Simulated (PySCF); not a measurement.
C⁺ (carbon, charge +1) across methods

[He] 2s1 2p1 3d1, one real determinant (an excited configuration). Computed with PySCF 2.14 in aug-cc-pV5Z (7s6p5d4f3g2h, 127 functions), with the non-relativistic Hamiltonian (point nucleus).

```csv
method,E (hartree),mean ε 2s α (eV),mean ε 2p α (eV),mean ε 3d α (eV),Σ⟨r²⟩ (bohr²),⟨S²⟩
PBE,-36.5203,-34.280,-26.266,-5.044,23.87,3.750
UHF,-36.46615,-42.535,-34.476,-6.211,24.96,3.750
LDA,-36.1801,-34.099,-25.964,-4.866,23.69,3.750
PBEsol,-36.3530,-34.148,-26.024,-4.944,23.88,3.750
BHandHLYP,-36.5542,-38.326,-30.360,-5.566,24.53,3.750
r2SCAN,-36.5535,-34.945,-26.992,-4.918,24.16,3.750
TPSSh,-36.5758,-35.397,-27.400,-5.126,24.07,3.750
PBE0,-36.5249,-36.447,-28.402,-5.407,24.16,3.750
```

⟨L²⟩ = 8.00 against 12 for a pure F term, so this real determinant mixes terms. The outer electron is Rydberg-like, and this basis confines it to a smaller radius and binds it less than a complete one would.
